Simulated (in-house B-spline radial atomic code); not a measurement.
A run on Sn (an excited or competing configuration) that did not converge. Method: scalar-relativistic (X2C) wB97X, spin-polarised, spherical fractional occupations, exact exchange averaged over the configuration, Fermi nucleus of rms radius 4.6519 fm; computed with a B-spline radial code for spherical atoms.

Command:
```bash
python run_scf.py task.json out
```
Settings (nuclear radius in fm, mass in u):
```
Z                50
configuration    [Ar] 3d10 4s2 4p5 4d10 5s2 5p2 5f1
hamiltonian      x2c
method           wb97x
spin_polarised   True
nucleus          fermi
rms_radius       4.6519
atomic_mass      119.9022
speed_of_light   137.035999084
exact_exchange   averaged over the configuration
```

First and last ten iterations of the last attempt (damped for 15 steps, keeping 80 % of the old Fock matrix, then DIIS):
```
 iter        energy (Eh)    residual
    1       -6170.271223    4.75e-01
    2       -6171.537889    2.18e-01
    3       -6172.443977    1.41e-01
    4       -6172.862504    9.03e-02
    5       -6173.039758    5.71e-02
    6       -6173.114919    3.58e-02
    7       -6173.146081    2.22e-02
    8       -6173.159575    1.37e-02
    9       -6173.164965    1.02e-02
   10       -6173.167340    7.81e-03
  111       -6173.169168    1.15e-03
  112       -6173.169058    9.25e-04
  113       -6173.169445    1.67e-03
  114       -6173.169393    5.51e-04
  115       -6173.169414    8.19e-04
  116       -6173.169302    1.05e-03
  117       -6173.169521    9.22e-04
  118       -6173.169580    8.35e-04
  119       -6173.169563    8.88e-04
  120       -6173.169590    8.35e-04
 not converged after 120 iterations
```

The smallest residual met was 4.4e-04; the threshold is about 5e-07. No energy from this run should be used. Cost of the run: 43 s on 1 thread of Arm Neoverse V1, on a shared host.
